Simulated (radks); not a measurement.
Species: H I. Configuration: 1s1. All-electron calculation, non-relativistic Kohn-Sham, BLYP, spin-polarised, spherical densities, point nucleus; open shells are filled with parallel spins first. Program: a radial shooting solver on a logarithmic mesh with Libxc functionals.

Normalised radial functions P(r) = r R(r), r in bohr:

```
   r/bohr * 1s up (the largest magnitude, 0.726, reaches the edge; | marks zero)
  0.09995 |             *
   0.1164 |               *
   0.1355 |                 *
   0.1577 |                    *
   0.1836 |                       *
   0.2137 |                          *
   0.2488 |                             *
   0.2896 |                                *
   0.3372 |                                    *
   0.3925 |                                        *
    0.457 |                                           *
    0.532 |                                              *
   0.6193 |                                                 *
    0.721 |                                                    *
   0.8394 |                                                     *
   0.9771 |                                                      *
    1.138 |                                                     *
    1.335 |                                                   *
    1.554 |                                                *
    1.809 |                                           *
    2.106 |                                      *
    2.452 |                               *
    2.854 |                         *
    3.323 |                  *
    3.869 |             *
    4.504 |        *
    5.243 |    *
    6.104 |  *
```

1s up: eigenvalue -7.407 eV, 0 radial nodes, <r> = 1.54 bohr, 90 % of the charge inside 2.77 bohr.
